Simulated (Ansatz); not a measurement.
One change: `C[Si]1([SiH3])CC1` becomes `C[Si]1(C)CC1`.

Ansatz, PBE0-D4/def2-TZVP geometries, multiplicity 1. 

```tsv
property	`C[Si]1([SiH3])CC1`
HOMO energy (PBE0/def2-TZVPP) / eV	-6.64
LUMO energy (PBE0/def2-TZVPP) / eV	0.13
HOMO energy (PBE/def2-TZVPP) / eV	-5.55
HOMO energy (B3LYP/def2-TZVPP) / eV	-6.44
LUMO energy (PBE/def2-TZVPP) / eV	-0.68
LUMO energy (B3LYP/def2-TZVPP) / eV	-0.05
```

(1) Give the same properties after the change, and the shifts. (Best estimate.)

## Answers

(1) Ansatz gave: 
| property | `C[Si]1(C)CC1` | shift |
| --- | --- | --- |
| HOMO energy (PBE0/def2-TZVPP) / eV | -6.43 | 0.21 |
| LUMO energy (PBE0/def2-TZVPP) / eV | 1.00 | 0.87 |
| HOMO energy (PBE/def2-TZVPP) / eV | -5.29 | 0.26 |
| HOMO energy (B3LYP/def2-TZVPP) / eV | -6.25 | 0.19 |
| LUMO energy (PBE/def2-TZVPP) / eV | 0.23 | 0.91 |
| LUMO energy (B3LYP/def2-TZVPP) / eV | 0.67 | 0.72 |

With PBE0 the HOMO rises by 0.21 eV and the LUMO rises by 0.87 eV, so the gap widens by about 0.66 eV. PBE moves the HOMO by 0.26 eV and ωB97M-V by 0.16 eV.

Positive LUMOs are unbound, so they and the gaps depend on the basis.

B3LYP here is the variant with VWN-RPA as its local correlation; programs differ in this.
